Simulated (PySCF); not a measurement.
Structure with atom numbers: `[CH2:1]=[CH:2][Si@:3]([OH:4])([CH:5]=[O:6])[SiH2:7][CH3:8]`. Hydrogens are named by the atom that carries them. Ha(C1) is cis to Si3; Ha(Si7) is pro-R; Hb(Si7) is pro-S; Hb(C1) is trans to Si3.

- structure optimised with GFN2-xTB
- shieldings: GIAO PBE0/pcSseg-1
- program: PySCF 2.14
- non-relativistic Hamiltonian, equivalent nuclei averaged, no solvent model, one conformer

References, each an isolated molecule treated in the same way: TMS for ¹³C (σ = 186.93 ppm), ¹H (σ = 31.72 ppm), ²⁹Si (σ = 349.16 ppm); H2O for ¹⁷O (σ = 336.08 ppm).

```json
{"atoms": "H(C8)", "nucleus": "¹H", "count": "3", "δ (ppm)": "0.32"}
{"atoms": "O6", "nucleus": "¹⁷O", "count": "1", "δ (ppm)": "?"}
{"atoms": "Si7", "nucleus": "²⁹Si", "count": "1", "δ (ppm)": "?"}
{"atoms": "Hb(Si7)", "nucleus": "¹H", "count": "1", "δ (ppm)": "3.86"}
{"atoms": "H(C2)", "nucleus": "¹H", "count": "1", "δ (ppm)": "6.42"}
{"atoms": "H(O4)", "nucleus": "¹H", "count": "1", "δ (ppm)": "2.20"}
{"atoms": "H(C5)", "nucleus": "¹H", "count": "1", "δ (ppm)": "12.31"}
{"atoms": "Ha(C1)", "nucleus": "¹H", "count": "1", "δ (ppm)": "?"}
{"atoms": "Hb(C1)", "nucleus": "¹H", "count": "1", "δ (ppm)": "6.66"}
{"atoms": "Ha(Si7)", "nucleus": "¹H", "count": "1", "δ (ppm)": "3.95"}
{"atoms": "O4", "nucleus": "¹⁷O", "count": "1", "δ (ppm)": "-1.4"}
{"atoms": "C8", "nucleus": "¹³C", "count": "1", "δ (ppm)": "?"}
{"atoms": "Si3", "nucleus": "²⁹Si", "count": "1", "δ (ppm)": "-21.4"}
{"atoms": "C1", "nucleus": "¹³C", "count": "1", "δ (ppm)": "?"}
{"atoms": "C5", "nucleus": "¹³C", "count": "1", "δ (ppm)": "252.3"}
{"atoms": "C2", "nucleus": "¹³C", "count": "1", "δ (ppm)": "140.0"}
```

Fill in the missing shifts.

## Answers


- C1: 144.8 ppm, terminal =CH2 carbon; the olefinic region
- C8: -11.9 ppm, methyl carbon bonded to Si; an electropositive neighbour leaves it electron-rich and shielded
- Ha(C1): 6.40 ppm, hydrogen on a terminal =CH2 carbon; attached to an sp2 carbon and in the plane of the double bond
- Si7: -85.6 ppm, silicon bonded to C, Si, 2 H
- O6: 911.8 ppm, carbonyl oxygen

OH/NH shifts are gas-phase values; hydrogen bonding in solution moves them, usually downfield. Shifts are as computed. Against solution values, carbons near 30 ppm lie about +3 ppm off and those near 130 ppm about +5 ppm. Of 1309 compounds with measured shifts, 239 miss one by over three times the rms of a fit or turn the order of signals round; such compounds aren't used in these exercises. Unscaled 17O shifts of doubly bonded oxygen tend to come out too high, by tens of ppm or more. Experimental scales use liquid or dissolved standards, which lie at an offset from isolated H2O (liquid H2O: subtract about 36 ppm).
